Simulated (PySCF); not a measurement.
**Broadened absorption spectrum of C4H2ClF3O**

C4H2ClF3O.
Numbering: `[O:1]=[C:2]([Cl:3])/[CH:4]=[CH:5]\[C:6]([F:7])([F:8])[F:9]` (hydrogens: H10 on C4; H11 on C5)

Geometry (GFN2-xTB, Å), atoms numbered from 1 in this order:
```
atom  x, y, z in Å
O1     0.8204   -1.8237    0.2610
C2     1.4313   -0.8552   -0.0406
Cl3    3.1756   -0.9405   -0.2998
C4     0.9424    0.5195   -0.2521
C5    -0.3306    0.8880   -0.1362
C6    -1.4744   -0.0259    0.2266
F7    -2.6257    0.6669    0.2569
F8    -1.6536   -1.0119   -0.6576
F9    -1.3366   -0.5777    1.4359
H10    1.6908    1.2512   -0.5172
H11   -0.6343    1.9119   -0.3028
```

Theory: TDDFT PBE0/def2-SVPD, vertical, gas phase, core orbitals frozen in the response in PySCF.

Computed states:

| state | E (eV) | f |
| --- | --- | --- |
| S1 | 4.02 | 0.0000 |
| S2 | 5.18 | 0.0003 |
| S3 | 5.62 | 0.063 |
| S4 | 6.06 | 0.328 |
| S5 | 6.78 | 0.0004 |
| S6 | 7.56 | 0.0001 |
| S7 | 7.64 | 0.0055 |
| S8 | 7.96 | 0.049 |

Broadening: Gaussians 0.25 eV wide at half height, area fixed by f = 4.319×10⁻⁹ ∫ε dν̃. The width is an assumption, not a result. The curve ends short of the highest state used, and states not computed would add to its high-energy end.

**Question.** Give the broadened spectrum and its maxima.

**Answer.** 
E (eV), ε (L mol⁻¹ cm⁻¹) and a bar:
```
     3.65          0 
     3.81          0 
     3.97          3 
     4.13          2 
     4.30          0 
     4.46          0 
     4.62          0 
     4.78          0 
     4.94          3 
     5.10         27 
     5.26         52 
     5.43       1429 #
     5.59       6582 ######
     5.75       3650 ###
     5.91      13452 ###########
     6.07      35214 ##############################
     6.23       9621 ########
     6.39        271 
     6.56          6 
     6.72         39 
     6.88         28 
     7.04          2 
     7.20          0 
     7.36         20
```

Maxima: 221 nm (5.62 eV), ε about 6800, made up of S3 (100%); 205 nm (6.06 eV), ε about 35000, made up of S4 (100%); 183 nm (6.78 eV), ε about 45, made up of S5 (100%) (ε in L mol⁻¹ cm⁻¹; maxima over ε = 5, shares over 10%). At its high-energy end, 7.36 eV, the curve is still rising (ε about 20, from S7).

**Question.** On this curve, what absorbance would a 10⁻⁴ mol/L sample give at 308 nm over a 1 cm path?

**Answer.** 308 nm is 4.025 eV, where ε is about 3.2 L mol⁻¹ cm⁻¹, so A = ε c l ≈ 0.00032 (Beer–Lambert, with the gas-phase spectrum and the assumed width).

**Question.** What would ε be at 6.06 eV, the highest of these maxima, with half the width (0.125 eV)?

**Answer.** About 70800 L mol⁻¹ cm⁻¹ against 35400, a factor of about 2.00; a lone state at its own centre would give exactly 2.

**Question.** Coming from long wavelengths, where does ε first pass 100 L mol⁻¹ cm⁻¹?

**Answer.** At about 234 nm (5.30 eV), 1.28 eV above S1.

One conformer stands for the species.
